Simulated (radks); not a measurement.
Results of a calculation; reference values are marked as such.
Spherical quantum dot in the effective-mass picture: electrons in a parabolic well V = omega^2 r^2 / 2 with omega = 0.323, with a point charge +1 (a donor) at the centre, all in effective atomic units (hartree* = m*/eps^2 hartree, bohr* = eps/m* bohr), one dielectric constant everywhere. Level of theory: non-relativistic Kohn-Sham, PBEsol, spin-polarised, spherical densities (a radial shooting solver with Libxc functionals). Levels are named by radial order and angular momentum (1s, 1p, 1d, 2s, ...), and open shells are averaged over m. Each electron was tried in the lowest free levels, single moves between levels near the top were tried too, and the lowest total energy was kept; such a search can miss a lower state. At N = 1 the Hartree and exchange-correlation terms need not cancel, so that row can carry a self-interaction error.

N	open shells	2S	mu = E(N) - E(N-1) (hartree*)	addition energy mu(N+1) - mu(N) (hartree*)	e(HOMO) (hartree*)
1	1s(up 1, down 0)	1	-0.36307	0.6377	-0.098147
2	none	0	0.27467	0.8207	0.47760
3	1p(up 1, down 0)	1	1.0953	0.2615	1.2239
4	1p(up 2, down 0)	2	1.3569	0.2634	1.4896
5	1p(up 3, down 0)	3	1.6202	0.3277	1.7495
6	1p(up 3, down 1)	2	1.9480	0.2232	2.0582
7	1p(up 3, down 2)	1	2.1712	0.2257	2.2844
8	none	0	2.3969	0.3177	2.5088
9	2s(up 1, down 0)	1	2.7147	0.2419	2.8191
10	none	0	2.9566	0.2623	3.0605
11	1d(up 1, down 0)	1	3.2189	0.1911	3.3148
12	1d(up 2, down 0)	2	3.4100	0.1888	3.5049
13	1d(up 3, down 0)	3	3.5988	0.1861	3.6923
14	1d(up 4, down 0)	4	3.7849	0.1834	3.8771
15	1d(up 5, down 0)	5	3.9683	0.2231	4.0591
16	1d(up 5, down 1)	4	4.1914	0.1727	4.2780
17	1d(up 5, down 2)	3	4.3641	0.1713	4.4500
18	1d(up 5, down 3)	2	4.5354	0.1696	4.6205
19	1d(up 5, down 4)	1	4.7051	0.1678	4.7893
20	none	0	4.8729	0.3117	4.9562
21	1f(up 1, down 0)	1	5.1846	0.1574	5.2635
22	1f(up 2, down 0)	2	5.3421	0.1562	5.4204
23	1f(up 3, down 0)	3	5.4982	0.1549	5.5759
24	1f(up 4, down 0)	4	5.6531	0.1535	5.7301
25	1f(up 5, down 0)	5	5.8067	0.1522	5.8830
26	1f(up 6, down 0)	6	5.9588	0.1509	6.0345
27	1f(up 7, down 0)	7	6.1097	0.1856	6.1847
28	1f(up 7, down 1)	6	6.2953	0.1454	6.3681
29	1f(up 7, down 2)	5	6.4407	0.1445	6.5131
30	1f(up 7, down 3)	4	6.5852	0.1436	6.6572
31	1f(up 7, down 4)	3	6.7288	0.1427	6.8003
32	1f(up 7, down 5)	2	6.8715	0.1417	6.9425
33	1f(up 7, down 6)	1	7.0132	0.1407	7.0837
34	none	0	7.1539	0.1694	7.2239
35	2p(up 1, down 0)	1	7.3233	0.1405	7.3935
36	2p(up 2, down 0)	2	7.4638	-	7.5340

All shells are closed at N = 2, 8, 10, 20, 34 (there: 1s2 1p6 1d10 2s2 1f14); the second difference of the energy has clear peaks (12 % above both neighbours; the first and last values, which can be the largest, are not judged, and half-filled shells can peak too) at N = 2, 5, 8, 15, 20, 27, 34.
